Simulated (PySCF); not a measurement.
Job file and geometry (Å, from PBE0-D3(BJ)/def2-SVP) of an NMR shielding run on `OC[BH2-][NH3+]`, CH₈BNO, GIAO mPW1PW91/pcSseg-2 NMR shielding, non-relativistic, gas phase in PySCF; density fitting, a coarse starting grid and PySCF grid level 2 are the driver's defaults:

```
{"job": {"kind": "nmr", "xc": "mPW1PW91", "basis": "pcSseg-2", "pop": false}, "charge": 0, "multiplicity": 1}
N      1.266772    -0.072996     0.303184
B      0.177020     0.091700    -0.899099
C     -1.073880     0.738937    -0.108279
O     -1.315957    -0.013588     1.100571
H      1.765951     0.793202     0.503852
H      1.947173    -0.815239     0.155523
H      0.663869    -0.296211     1.112577
H      0.666646     0.775308    -1.789201
H     -0.064717    -1.061246    -1.258861
H     -1.990634     0.793143    -0.722787
H     -0.882797     1.771913     0.234858
H     -1.625951    -0.880787     0.814801
```

Problem. Write the output of this run.

Solution. 
```
coarse grid: 9280 points
cycle   1  E = -197.6922092287  dE =  2.113e-01  |g| = 6.656e-01  |ddm| = 2.034e+00
cycle   2  E = -197.6213101095  dE =  7.090e-02  |g| = 9.319e-01  |ddm| = 1.285e+00
cycle   3  E = -197.7861243907  dE = -1.648e-01  |g| = 1.175e-01  |ddm| = 8.271e-01
cycle   4  E = -197.7889144395  dE = -2.790e-03  |g| = 3.240e-02  |ddm| = 9.594e-02
cycle   5  E = -197.7891657155  dE = -2.513e-04  |g| = 9.511e-03  |ddm| = 2.970e-02
cycle   6  E = -197.7891843375  dE = -1.862e-05  |g| = 2.490e-03  |ddm| = 7.086e-03
cycle   7  E = -197.7891856563  dE = -1.319e-06  |g| = 4.506e-04  |ddm| = 1.657e-03
final grid: 87592 points
cycle   8  E = -197.7882372265  dE = -9.794e-05  |g| = 6.847e-03  |ddm| = 3.858e-02
cycle   9  E = -197.7882294037  dE =  7.823e-06  |g| = 9.464e-03  |ddm| = 9.333e-03
cycle  10  E = -197.7882472664  dE = -1.786e-05  |g| = 8.325e-04  |ddm| = 5.027e-03
cycle  11  E = -197.7882473715  dE = -1.051e-07  |g| = 4.027e-04  |ddm| = 8.102e-04
cycle  12  E = -197.7882474029  dE = -3.134e-08  |g| = 6.045e-05  |ddm| = 2.803e-04
cycle  13  E = -197.7882474036  dE = -7.147e-10  |g| = 2.060e-05  |ddm| = 5.067e-05
converged SCF energy = -197.7882474036

GIAO shielding tensors (ppm)
atom      isotropic    diamagn.    paramagn.     s11        s22        s33       span
  0 N      229.812     312.141     -82.329    214.002    228.240    247.194     33.192
  1 B      117.047     187.409     -70.362    107.910    117.585    125.645     17.735
  2 C      119.114     242.546    -123.433     83.613    104.582    169.146     85.533
  3 O      308.327     386.428     -78.100    237.039    279.905    408.038    171.000
  4 H       29.313      29.487      -0.175     23.563     24.566     39.809     16.246
  5 H       29.011      29.070      -0.059     22.322     24.979     39.732     17.410
  6 H       25.175      29.541      -4.366     16.392     23.482     35.651     19.260
  7 H       29.045      29.360      -0.315     26.580     28.662     31.892      5.312
  8 H       29.424      30.556      -1.133     26.103     28.879     33.290      7.187
  9 H       27.825      29.178      -1.353     23.845     27.056     32.574      8.729
 10 H       28.561      29.850      -1.288     24.218     27.533     33.933      9.714
 11 H       32.338      32.390      -0.051     23.797     28.335     44.883     21.087
```

Problem. Turn these shieldings into chemical shifts. Referencing at the same level of theory: ¹⁵N (σref 260.49) against NH3; BF3·OEt2 for ¹¹B (σref 99.12); TMS for ¹³C (σref 183.53), ¹H (σref 31.29); ¹⁷O (σref 327.10) vs H2O.

Solution. Averaging equivalent atoms: N 0: 30.7; B 1: -17.9; C 2: 64.4; O 3: 18.8; H 4/5/6: 3.46; H 9/10: 3.10; H 7/8: 2.06; H 11: -1.05 ppm. Experimental scales use liquid or dissolved standards, which lie at an offset from isolated NH3 (liquid NH3: subtract about 20 ppm) and H2O (liquid H2O: subtract about 36 ppm).

Size and cost of the density-fitted run: 256 basis functions, 37 s wall time on 1 thread of an Arm Neoverse N1, shared host.
